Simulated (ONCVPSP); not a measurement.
Logarithmic derivatives: Ni, ONCV

- Element: Ni
- Generator: ONCVPSP 4.0.1
- Type: optimised norm-conserving Vanderbilt (ONCV)
- Functional: PBE
- Relativity: fully relativistic
- Frozen core: [Ne]
- Valence charge: 18
- Reference configuration: 3s2 3p6 3d8 4s2
- Partial waves: 3s+4s: rc 1.00 bohr, ncon 5, nbas 9, qcut 9.5 1/bohr, 3 projectors, debl 2.7 Ha; 3p: rc 0.75 bohr, ncon 4, nbas 8, qcut 9.3 1/bohr, 2 projectors, debl 2.6 Ha; 3d: rc 1.30 bohr, ncon 3, nbas 8, qcut 13.7 1/bohr, 3 projectors, debl 3.8 Ha
- Local potential: polynomial inside 0.65 bohr (lpopt 4, dvloc0 -1 Ha)
- Core correction: Teter function, fcfact 5.75, rcfact 1.5

Open shells are filled in proportion to 2j + 1.

The phase is arctan(r·R′/R) of the radial function R(r), unwrapped; energies in Ha, scanned from -6 to 5 Ha. A pole is an energy at which the radial function vanishes at the test radius. The pseudo phase is shifted by a multiple of π to meet the all-electron one at the reference energy, and phase errors are pseudo minus all-electron; the curves can meet again beyond the range given. Levels narrower than the energy grid can be missing from the lists of poles.

| channel | radius (bohr) | reference energy (Ha) | poles, all-electron | poles, pseudo | unbroken range about the reference energy with phases within 0.05 rad | phase error 1 Ha above the reference energy (rad) |
| --- | --- | --- | --- | --- | --- | --- |
| s | 1.01 | -0.21 | -1.76 | -1.76 | the whole range | +0.000 |
| p3/2 | 0.76 | -2.60 | none | none | the whole range | +0.000 |
| p1/2 | 0.76 | -2.68 | none | none | the whole range | +0.000 |
| d5/2 | 1.32 | -0.32 | 0.53 | 0.53 | the whole range | -0.000 |
| d3/2 | 1.32 | -0.33 | 0.51 | 0.51 | the whole range | -0.000 |

Phases in the p3/2 channel:

```csv
E (Ha),all-electron,pseudo
-5.96,-0.026,-0.026
-5.40,-0.231,-0.231
-4.84,-0.431,-0.431
-4.28,-0.611,-0.611
-3.72,-0.767,-0.767
-3.16,-0.896,-0.896
-2.60,-1.002,-1.002
-2.04,-1.089,-1.089
-1.48,-1.161,-1.161
-0.92,-1.222,-1.222
-0.36,-1.273,-1.273
0.20,-1.316,-1.316
0.76,-1.354,-1.354
1.32,-1.387,-1.387
1.88,-1.417,-1.417
2.44,-1.443,-1.443
3.00,-1.467,-1.467
3.56,-1.489,-1.489
4.12,-1.509,-1.509
4.68,-1.528,-1.528
```
